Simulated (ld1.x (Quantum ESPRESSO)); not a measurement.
# La (Z = 57): one change to a TM potential, before and after

| Quantity | Value |
| --- | --- |
| Element | La (Z = 57) |
| Generator | ld1.x (Quantum ESPRESSO) 7.5 |
| Type | norm-conserving Troullier–Martins (Kleinman–Bylander form) |
| Functional | PBEsol |
| Relativity | scalar-relativistic |
| Frozen core | [Xe] |
| Valence charge | 3 |
| Reference configuration | 4f0 5d1 6s0 6p0 (charge +2) |
| Partial waves | 6p (bound, empty): rc 3.50 bohr; 5d (bound): rc 3.30 bohr; 4f (bound, empty): rc 1.40 bohr; 6s (bound, empty): rc 3.70 bohr |
| Local potential | the s channel |
| Core correction | Bessel-smoothed model core inside 1.35 bohr |

Change: wave 6p (bound): rc 3.50 bohr becomes 6p (bound): rc 3.10 bohr.

Cutoffs: the cutoffs (Ry, on a coarse ladder) from which the occupation-weighted sum of valence levels, in a spherical-Bessel basis at the reference potential, stays within 10 and 1 mRy of its value at 400 Ry; they do not see the model core or the augmentation charge, which bear on the density cutoff. Errors are all-electron minus pseudo energies relative to the spin-unpolarised reference configuration.

Question: How do hardness, ghosts and transferability respond?

Answer: The potential gets neither clearly harder nor softer (10 Ry and 15 Ry → 10 Ry and 15 Ry); a bound ghost appears in p, which as a rule spoils a file; of the 6 tests that both files solve, the error grows in 1 and shrinks in 0 by more than 15 % and 0.3 meV (median size 29.3 → 29.3 meV).

```tsv
quantity	base	changed
cutoff, loose	10 Ry	10 Ry
cutoff, tight	15 Ry	15 Ry
bound ghosts	none	p
tests counted (converged, no solver errors)	6 of 7	6 of 7
error for 4f0 5d1 6s2 6p0, meV [ΔE -16.85 eV]	-32	-32
error for 4f0 5d1 6s1 6p0, meV [ΔE -10.85 eV]	-17	-17
error for 4f0 5d1 6s1.5 6p0, meV [ΔE -14.43 eV]	-27	-27
error for 4f1 5d0 6s1 6p0, meV [ΔE -10.62 eV]	-1163	-1163
error for 4f0 5d2 6s1 6p0, meV [ΔE -16.04 eV]	-134	-134
error for 4f0 5d1 6s1 6p1, meV [ΔE -14.44 eV]	-3.3	-7.7
s: phases at 4.01 bohr within 0.05 rad from the reference energy up to (Ry; the scan ends near 5)	0.4	0.4
p: phases at 4.01 bohr within 0.05 rad from the reference energy up to (Ry; the scan ends near 5)	0.4	0.6
d: phases at 4.01 bohr within 0.05 rad from the reference energy up to (Ry; the scan ends near 5)	-0.2	-0.2
f: phases at 4.01 bohr within 0.05 rad from the reference energy up to (Ry; the scan ends near 5)	-0.7	-0.7
```

Base: The cutoffs count occupied waves only; the empty 4f level needs 160 Ry at the loose tolerance. Tests not counted: 4f1 5d1 6s0 6p0 (solver errors, printed error -21.4 eV). These tests converged, but a pseudo level misses the all-electron one widely, so the file describes the atom poorly there or has found another state: 4f1 5d0 6s1 6p0: 4f by 2.3 eV. Changed file: The cutoffs count occupied waves only; the empty 4f level needs 160 Ry at the loose tolerance. Tests not counted: 4f1 5d1 6s0 6p0 (solver errors, printed error -21.4 eV). These tests converged, but a pseudo level misses the all-electron one widely, so the file describes the atom poorly there or has found another state: 4f1 5d0 6s1 6p0: 4f by 2.3 eV. A true bound ghost makes a file unfit for plane-wave use even where its test errors are small: the radial tests pick states by their node count and pass the ghost by. Where a test does run into it, the solver fails or the error is huge.
